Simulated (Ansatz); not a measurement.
The cluster Pt₂Au₃⁺, relaxed as a singlet with RKS PBE-D4/def2-SVP in Ansatz, starting from the GFN1-xTB geometry. Force threshold 0.02 eV/Å.

In the def2 sets Au, Pt take a core potential; there is no spin–orbit coupling. The structure comes from a short search, and lower isomers may exist.

Start:

```xyz
5

Pt    0.118   -2.389    0.273
Pt    0.000   -0.022    0.004
Au    1.075   -1.430   -1.674
Au   -0.118    2.441   -0.281
Au   -1.074    1.401    1.679
```

Estimate the energy that the relaxation releases and the steps that it takes.

1.28 eV, in 11 steps; 98 s on 4 threads of Intel Xeon on a shared host. No frequencies were taken in this run, so the end may be a saddle point.

Does the start keep its bonding and symmetry?

By distances, no bond broke or formed. The bond that changes most is Au4–Au5, from 2.42 to 2.69 Å (atoms count from 1). The end is the same structure that another start reached. Point group Cs at the start, Cs at the end, both within 0.05 Å.

Predict the relaxed structure.


Cartesian coordinates in Å:
```
Pt 1.0254 -1.7195 0.5185
Pt -0.2314 0.1165 -0.4936
Au 0.3677 -2.0889 -1.9117
Au 0.5717 2.4109 0.5434
Au -1.7335 1.2810 1.3434
```
Bond lengths (bridged metal pairs left out): 4 × Au–Pt 2.54 to 2.69 Å; 1 × Pt–Pt 2.44 Å; 1 × Au–Au 2.69 Å.
